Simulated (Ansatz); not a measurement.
Calculated with Ansatz (gas phase, PBE0-D4/def2-TZVP geometries, no zero-point term in ΔE). CCSD(T)/CBS adds triple-zeta CCSD(T) − MP2 to the extrapolated MP2 energy (def2 sets, frozen cores). This one scheme is used for every species. DFT in def2-TZVPP. Each species was taken in one conformer, which may not be the lowest.

Reaction (substitution at a C–Si bond): `C=NC[SiH2]C` + `[SiH3]S` → `C=NCS[SiH3]` + `C[SiH3]`

| species | revPBE-D4 energy (Eh) |
| --- | --- |
| `C=NC[SiH2]C` | -463.95306 |
| `[SiH3]S` | -690.00519 |
| `C=NCS[SiH3]` | -822.77701 |
| `C[SiH3]` | -331.16839 |

Task: Work out ΔE.

Result: ΔE = (-822.77701) + (-331.16839) − (-463.95306) − (-690.00519) = 0.01285 Eh = +33.7 kJ/mol. CCSD(T)/CBS gives +39.1 kJ/mol.

Largest T1 diagnostic among the species: 0.012.

At CCSD(T), def2-SVP lies −5.3 kJ/mol from the extrapolated value and def2-TZVPP +0.2 kJ/mol. The D4 term adds −3.6 kJ/mol with B3LYP and −1.7 kJ/mol with PBE0; it sums over pairs of atoms, weighted by their polarisabilities, and B3LYP, whose exchange is more repulsive, gets the larger term.

B3LYP here is the variant with VWN-RPA as its local correlation; programs differ in this.
